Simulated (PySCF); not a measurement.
A GIAO shielding run with PySCF 2.14 (density fitting, non-relativistic, gas phase) on `CSC([SiH3])([SiH3])[SiH2]OC=O`, C3H12O2SSi3:

```
$ OMP_NUM_THREADS=1 python probes_run.py task.json out

{"job": {"kind": "nmr", "xc": "PBE0", "basis": "pcSseg-1"}, "charge": 0, "multiplicity": 1}
C     -3.094125    -0.090168     0.382147
S     -1.627935    -0.174816     1.457589
C     -0.192778     0.011322     0.294490
Si    -0.471657     1.458214    -0.921619
Si     0.060642    -1.694074    -0.557885
Si     1.208220     0.427162     1.502123
O      2.613188     0.850934     0.681668
C      3.301813     0.001669    -0.022945
O      3.011369    -1.142319    -0.221338
H     -3.227970     0.921353     0.011159
H     -3.932751    -0.368723     1.012998
H     -2.994016    -0.793269    -0.437656
H     -0.973081     2.619027    -0.182479
H     -1.442641     1.066837    -1.948293
H      0.796132     1.770198    -1.580354
H      0.904128    -1.525654    -1.735067
H      0.540100    -2.654272     0.426834
H     -1.261522    -2.137687    -1.028227
H      1.523080    -0.684750     2.393647
H      1.032356     1.688489     2.211772
H      4.218528     0.467471    -0.429629
```

Hardware: 1 thread of an Intel Xeon, shared host. The job also computes population analyses, field gradients.

Q: How large is the calculation?

A: 104 electrons, 241 basis functions and 1347 auxiliary functions.

Q: How long does it take, and how much memory does it need?

A: 3.8 min of wall time, with 14 SCF cycles and 5 response iterations; peak memory 1.1 GiB. Times on a shared host scatter by some tens of per cent.
